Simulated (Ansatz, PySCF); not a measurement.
System: C$_{2}$H$_{6}$BO$_{2}$, net charge 0, doublet state. It need not be the lowest isomer of its formula. 
Coordinates optimised at B3LYP-D3(BJ)/def2-TZVP (Ansatz, a quantum-chemistry and plane-wave program):
```xyz
11

B      0.1831     0.7083     0.3155
O      0.7904    -0.4227    -0.1007
C      2.2011    -0.6193    -0.0461
O     -1.1412     0.9059     0.2697
C     -2.0333    -0.1011    -0.2404
H      2.7045     0.2543     0.3700
H      2.5670    -0.8051    -1.0561
H      2.4082    -1.4908     0.5753
H     -1.7972    -0.3281    -1.2805
H     -1.9559    -1.0139     0.3513
H     -3.0419     0.2994    -0.1702
```
Charge 0, spin multiplicity 2.

Quantity: atomisation energy (electronic, to ground-state atoms), in kcal/mol. Cores are frozen in the correlated levels unless marked. Open shells are spin-unrestricted. No spin-orbit coupling. Non-relativistic. The coupled-cluster limit lacks core correlation, which all-electron functionals hold. CBS marks a two-point X^-3 extrapolation of the correlation energy; Hartree-Fock from the larger set. [CCSD(T)-MP2]/basis is that difference in the basis named.

| level | program | atomisation energy (kcal/mol) | minus last row |
|---|---|---|---|
| SVWN5/def2-TZVPD | Ansatz | 1199.6 | 163.1 |
| revPBE/def2-TZVPD | Ansatz | 1022.4 | -14.1 |
| r2SCAN/def2-TZVPD | Ansatz | 1045.0 | 8.5 |
| PBE0/def2-SVP | Ansatz | 1051.4 | 14.9 |
| PBE0-D3(BJ)/def2-TZVP | Ansatz + dftd3 | 1042.5 | 6.0 |
| TPSSh-D3(BJ)/def2-TZVPD | PySCF + dftd3 | 1040.0 | 3.5 |
| TPSSh/def2-TZVPD | PySCF | 1035.6 | -0.9 |
| r2SCANh/def2-TZVPD | Ansatz | 1037.2 | 0.7 |
| r2SCAN0/def2-TZVPD | Ansatz | 1026.0 | -10.5 |
| HSE06-D4/def2-TZVPD | Ansatz + dftd4 | 1043.4 | 6.9 |
| CAM-B3LYP-D3(BJ)/def2-TZVPD | Ansatz + dftd3 | 1046.1 | 9.6 |
| wB97M-V/def2-TZVPD | Ansatz | 1038.5 | 2.0 |
| MP2/STO-3G | Ansatz | 1008.3 | -28.2 |
| SCS-MP2/cc-pVDZ | Ansatz | 966.3 | -70.2 |
| RI-MP2/CBS(cc-pVTZ,cc-pVQZ)+[CCSD(T)-MP2]/cc-pVTZ | Ansatz | 1036.5 | 0.0 |
